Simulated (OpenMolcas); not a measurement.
A calculation on Ni²⁺.

```
Program             : OpenMolcas
Method              : CASSCF
Basis               : ANO-RCC-VQZP [7s6p4d3f2g1h]
Scalar Hamiltonian  : DKH2, point nucleus
Active space        : 8 electrons in 6 orbitals (3d 4s)
State averaging     : 2S+1 = 3 even, 55 roots; 2S+1 = 5 even, 10 roots kept (CI in the orbitals of an earlier block); 2S+1 = 1 even, 50 roots kept (CI in the orbitals of an earlier block)
Spin-orbit coupling : state interaction with AMFI integrals over the reference wave functions, term energies averaged over their components
```

Question: Which level of the active space comes out lowest?

Answer: 3d⁸ ³F₄, with 100 % of that term; it is also the measured ground level.

Question: How high does 3d⁸ ³P₀ lie?

Answer: 22595 cm⁻¹ above the lowest level; measured 17231 cm⁻¹ above the ground level, so the calculation is off by +31 %.

Question: How high does 3d⁸ ³P₁ lie?

Answer: 22304 cm⁻¹ above the lowest level; measured 16978 cm⁻¹ above the ground level, so the calculation is off by +31 %.

Question: How high does 3d⁸ ³F₃ lie?

Answer: 1457 cm⁻¹ above the lowest level; measured 1361 cm⁻¹ above the ground level, so the calculation is off by +7 %.

Question: The level at 18136 cm⁻¹ has J = 2. What is it made of, and what is its g factor?

Answer: 91 % 3d⁸ ¹D₂, 8 % 3d⁸ ³P; g = 1.040, against 1.000 from Landé's formula for the pure leading term.

Measured values: Corliss and Sugar, J. Phys. Chem. Ref. Data 10, 197 (1981).

Without dynamic correlation excited terms often stand tens of per cent too high (terms of higher spin than the ground term too low), and those without a measured partner can miss by more than the paired ones. Terms from blocks run as CI alone lack orbitals of their own. Computed and measured levels are paired by configuration, term and J; levels that our copy of the source lacks, or whose pairing is in doubt (as where it misses far off the trend of its configuration), stay unpaired and out of the deviations. Only configurations of the active space appear.
